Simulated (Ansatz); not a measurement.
Si₈BH₁₆, a doped cluster cut from the lattice of silicon (B on a surface site). The state is a doublet with charge 0. Geometry PBE-D4/def2-SVP; atoms count from 1.

```tsv
atom	x (Å)	y (Å)	z (Å)
B1	0.7648	-0.3939	-1.6693
Si2	-0.1487	-2.3810	1.2011
Si3	1.8512	1.5122	1.1915
Si4	-1.8488	0.9499	0.2801
Si5	2.2208	0.8252	-1.0422
Si6	0.6229	-2.2850	-1.0334
Si7	-1.0585	0.5331	-1.9456
Si8	-2.1367	-1.1293	1.3391
Si9	-0.3237	2.4003	1.3280
H10	0.4573	-0.2348	-2.8925
H11	0.8586	-1.7777	2.1456
H12	-0.4182	-3.7970	1.6471
H13	2.8460	2.5559	1.6361
H14	1.9473	0.3428	2.1369
H15	-3.1833	1.6353	0.0592
H16	3.5793	0.1618	-1.0532
H17	2.3290	2.1028	-1.8425
H18	1.9543	-3.0013	-1.0423
H19	-0.3521	-3.1206	-1.8305
H20	-2.0483	-0.3360	-2.6768
H21	-0.9435	1.8379	-2.6900
H22	-3.2516	-1.8536	0.6265
H23	-2.5643	-0.8856	2.7658
H24	-0.3845	3.7240	0.6074
H25	-0.7691	2.6147	2.7538
```

Single mean-field runs in def2-TZVP are fitted with def2-universal-jkfit.

(1) Estimate the Mulliken populations from the PBE0/def2-TZVP orbitals of Ansatz.

(2) Where does the spin sit?

(3) And the Mayer bond orders between heavy atoms (over 0.3)?

## Answers

(1) 
```tsv
atom	charge (e)	spin (α − β)
B1	-0.15	0.43
Si2	-0.02	0.02
Si3	-0.02	0.02
Si4	0.00	0.17
Si5	-0.02	-0.02
Si6	-0.02	-0.02
Si7	0.03	0.20
Si8	-0.01	0.00
Si9	-0.01	0.00
H10	0.15	0.11
H11	0.00	0.00
H12	0.00	0.00
H13	0.00	0.00
H14	0.00	0.00
H15	0.01	0.04
H16	0.00	0.02
H17	-0.01	0.00
H18	0.00	0.02
H19	-0.01	0.00
H20	0.02	-0.01
H21	0.02	-0.01
H22	0.01	0.00
H23	0.01	0.01
H24	0.01	0.00
H25	0.01	0.01
```
Mulliken values depend strongly on the basis.

(2) Summed by element: B 0.43, Si 0.37, H 0.20, of 1 unpaired in all. Largest on single atoms: B1 0.43, Si7 0.20, Si4 0.17.

(3) B1–Si5 0.94 (2.00 Å); B1–Si6 0.94 (2.00 Å); B1–Si7 0.74 (2.06 Å); Si2–Si6 0.95 (2.37 Å); Si2–Si8 0.95 (2.35 Å); Si3–Si5 0.95 (2.37 Å); Si3–Si9 0.95 (2.35 Å); Si4–Si7 0.85 (2.40 Å); Si4–Si8 0.95 (2.35 Å); Si4–Si9 0.95 (2.35 Å).
